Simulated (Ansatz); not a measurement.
A single point on C$_{4}$H$_{8}$Ge (`C#CC[CH2][GeH3]`).

```yaml
crystal:
  periodic: [false, false, false]
  atoms:
    - {symbol: C, position_ang: [-1.697753, 2.316588, 1.363068]}
    - {symbol: C, position_ang: [-1.152280, 1.280866, 1.096258]}
    - {symbol: C, position_ang: [-0.478859, 0.041752, 0.742476]}
    - {symbol: C, position_ang: [0.304858, 0.151264, -0.567177]}
    - {symbol: Ge, position_ang: [1.212746, -1.517905, -1.052865]}
    - {symbol: H, position_ang: [-2.184240, 3.231311, 1.605725]}
    - {symbol: H, position_ang: [0.191421, -0.242395, 1.561270]}
    - {symbol: H, position_ang: [-1.224886, -0.757458, 0.670645]}
    - {symbol: H, position_ang: [1.053165, 0.943450, -0.489823]}
    - {symbol: H, position_ang: [-0.366844, 0.430245, -1.382344]}
    - {symbol: H, position_ang: [1.978437, -1.346455, -2.374916]}
    - {symbol: H, position_ang: [0.179774, -2.648873, -1.212665]}
    - {symbol: H, position_ang: [2.204959, -1.917191, 0.055147]}
basis:
  gaussian: {orbitals: def2-QZVPP}
correlation: {method: mp2}
```

```sh
$ ansatz run in.yaml --threads 2 --pin off --events-out ev --progress --plain --max-ram 22528MiB --backend cuda --devices 0, --max-vram 18GiB
```

It prints (some lines left out):

```
Functional definition: HF
3371 factors; integrals over basis functions are off by at most 8.9e-4 eV
mean field evaluation 1: about -60718.9269 eV, gradient 3.7e1 eV
mean field evaluation 2: about -60719.0520 eV, gradient 3.7e1 eV
mean field evaluation 4: about -60722.9351 eV, gradient 5.2e0 eV
mean field evaluation 8: about -60723.0059 eV, gradient 3.0e-1 eV
mean field -60723.00623877 eV, -2231.5293197428 hartree, gradient 5.7e-6 eV, S^2 0.000000; 0 other end points of the search recorded, 0 dependent functions left out
13 core orbitals not correlated: weight in the atoms' cores, before any rotation towards them, 1.000 or more for the frozen orbitals, at most 0.000 for the correlated occupied ones
reference -60723.00623877 eV, -2231.5293197428 hartree; 19, 19 occupied and 525, 525 virtual orbitals, 3371 factors
second order -33.17507210 eV of doubles, -0.00000000 eV of singles
Total energy: -60756.18131087 eV, -2232.7484811555 hartree
```

It took 4.1 s on 2 threads of an AMD EPYC 7R13 on a shared host and a share of an NVIDIA H100 80 GB, with 1.2 GiB of host memory at the peak.
